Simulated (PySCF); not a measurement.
O2, charge +1, doublet, at a GFN2-xTB geometry (a state made from the parent by changing its charge; the spin is typed, not shown lowest). Base run: PBE/aug-cc-pVDZ run with PySCF.

Input for PySCF:
```python
from pyscf import gto, scf, dft, solvent

mol = gto.Mole()
mol.atom = '''
    O    -0.000000   -0.000000   -0.549573
    O     0.000000    0.000000    0.549573
'''
mol.basis = 'aug-cc-pvdz'
mol.charge = 1
mol.spin = 1
mol.verbose = 4
mol.build()

mf = dft.UKS(mol)
mf.xc = 'pbe'
mf.kernel()
```

The base run was repeated with changes; each row names its change, and settings that it needs were set with it.

```tsv
change	ΔE vs base (kcal/mol)
base	0.000
model = C-PCM; solvent = 2-propanol	-77.9
model = IEF-PCM; solvent = acetonitrile	-79.8
model = IEF-PCM; solvent = 2-propanol	-77.8
model = IEF-PCM; solvent = chloroform	-64.5
model = COSMO; solvent = 2-propanol	-75.9
model = IEF-PCM; solvent = 2-propanol; vdw_scale = 1.0	-93.8
model = IEF-PCM; solvent = 2-propanol; r_probe = 0.5	-61.88
model = IEF-PCM; solvent = 2-propanol; lebedev_order = 41	-77.8
model = SS(V)PE; solvent = 2-propanol	-77.1
model = IEF-PCM; solvent = 2-propanol; vdw_scale = 1.1	-84.9
model = IEF-PCM; solvent = toluene	-47.33
```

The base is the gas phase, so ΔE is the electrostatic part of solvation at a fixed geometry, without cavity and dispersion terms.

Open shells are given as the SCF converged; they aren't shown to be the lowest states, and a large step between rows can be another state.
